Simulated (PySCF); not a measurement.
# Electronic structure of Ga²⁺ (gallium, charge +2) at the MN15 level

Configuration: [Ar] 3d10 4s1, 2S determinant. All numbers are calculated (PySCF 2.14, no relativity, point nucleus, in def2-SVP).

* Total energy: -1923.878 hartree
* One-electron energy: -2659.787 hartree
* Hartree (Coulomb) energy: 810.689 hartree
* Exchange-correlation energy: -74.779 hartree
* Kinetic energy: 1920.04179 hartree
* ⟨S²⟩: 0.7504
* ⟨L²⟩: 0.000
* Sum of ⟨r⟩: 17.24 bohr
* Sum of ⟨r²⟩: 18.19 bohr²
* Density at the nucleus (Gaussians lack the cusp): 19200 bohr⁻³
* Spin density at the nucleus: 12.9 bohr⁻³
* Langevin diamagnetic susceptibility: -14.4 ×10⁻⁶ cm³/mol
* Time after the integrals: 0.59 s of wall time on 1 thread of Intel(R) Xeon(R) Platinum 8375C CPU @ 2.90GHz (shared host)

| shell | electrons | mean orbital energy (hartree) | rms radius, mean of both spins (bohr) |
| --- | --- | --- | --- |
| 1s α | 1 | -370.74936 | 0.0573 |
| 1s β | 1 | -370.74724 | 0.0573 |
| 2s α | 1 | -45.62639 | 0.241 |
| 2s β | 1 | -45.62622 | 0.241 |
| 2p β | 3 | -41.08592 | 0.212 |
| 2p α | 3 | -41.08443 | 0.212 |
| 3s α | 1 | -5.99405 | 0.719 |
| 3s β | 1 | -5.98839 | 0.719 |
| 3p α | 3 | -4.48380 | 0.746 |
| 3p β | 3 | -4.48280 | 0.746 |
| 3d α | 5 | -1.64300 | 0.896 |
| 3d β | 5 | -1.63887 | 0.896 |
| 4s α | 1 | -1.00508 | 2.33 |
